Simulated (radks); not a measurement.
Results of a calculation; reference values are marked as such.
The potassium anion K- inside a hard spherical wall (all orbitals vanish at R), configuration held at [Ar] 4s2 and not refilled when levels cross. Code: a radial shooting solver on a logarithmic mesh with Libxc functionals. Model: non-relativistic Kohn-Sham, LDA (Slater exchange, Perdew-Wang correlation), spin-polarised, spherical densities, point nucleus. Eigenvalues in eV for spin up, with the zero of energy where the potential of the charges vanishes at infinity; a dash marks a level that is unbound or too diffuse for the functional's potential to be trusted. A positive occupied level is held by the wall or, in an anion where self-interaction has pushed it up, behind a barrier. The pressure on the wall is -dE/dV.

R (bohr)  E (hartree)  kinetic (hartree)    e(2p)    e(3s)    e(3p)   e(4s)  e(4p, empty)  e(5s, empty)  pressure (GPa)
20         -598.21984            597.191  -275.78  -30.831  -14.835   0.769         1.607         1.954         0.00122
7          -598.08211            597.586  -271.51  -26.674  -10.745   4.652         7.277        16.758            3.75
4          -597.06595            600.379  -262.05  -18.964   -3.250  21.392        28.307        69.288             160
3.5        -596.29684            602.625  -256.63  -15.221    0.546  32.114        40.601        98.001             404
3          -594.72811            607.176  -247.03   -8.896    7.209  51.853        62.169        146.48            1170
2.5        -591.16205            617.045  -229.42    2.982   20.098  91.271        103.24        235.37            4050
2          -581.92219            640.452  -196.21   29.161   48.480  178.59        190.27        417.53           17500
1.5        -553.19890            705.053  -130.41   103.73   125.85  405.88        406.54        858.31          106000
